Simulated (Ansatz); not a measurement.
Born–Oppenheimer molecular dynamics of FGeH₅O₂ (9 atoms, charge 0, multiplicity 1). It starts at the highest image of a converged band, a first-order saddle point between two minima.

These are results of RKS PBE/def2-SVP in Ansatz, not measurements.

```
ensemble                      : NVE (velocity Verlet)
time step                     : 0.5 fs
steps asked                   : 200
starting velocities drawn for : 300 K
seed                          : 7414
```

First frame:

```xyz
9
Properties=species:S:1:pos:R:3
Ge 0.094 0.241 -0.085
H 0.040 -0.154 1.733
H 1.362 0.075 -0.935
O -1.168 1.430 -0.510
H -1.867 0.945 -0.992
O -0.685 -1.373 -0.344
H -1.414 -1.537 0.284
F 0.985 1.634 1.071
H 0.511 0.695 1.734
```

Question: How far do the bonds stretch over the last three quarters of this one trajectory? (Pairs bonded in most of those frames.)

Answer: 
```csv
bond,mean (Å),spread (Å),shortest,longest
Ge1–H3,1.539,0.030,1.49,1.59
Ge1–O4,1.783,0.010,1.76,1.80
Ge1–O6,1.822,0.036,1.76,1.88
Ge1–F8,1.762,0.088,1.65,1.91
H2–H9,0.769,0.019,0.74,0.80
O4–H5,0.979,0.017,0.95,1.01
O6–H7,0.982,0.028,0.94,1.02
```

Mean temperature of the second half: 1399 K. The conserved energy stayed within 0.23 meV per atom of its start (net change 0.093 meV per atom), so the integration is sound. The system heated up, since it started high on the potential surface and ran downhill. A run of 0.1 ps of so small a system gives no equilibrium averages. The orbitals stay closed-shell, which can raise the energy where a bond breaks towards radicals; this wasn't checked here.

The run took 3.9 min on 2 threads of Arm Neoverse V2, on a shared host, peak memory 0.14 GiB.
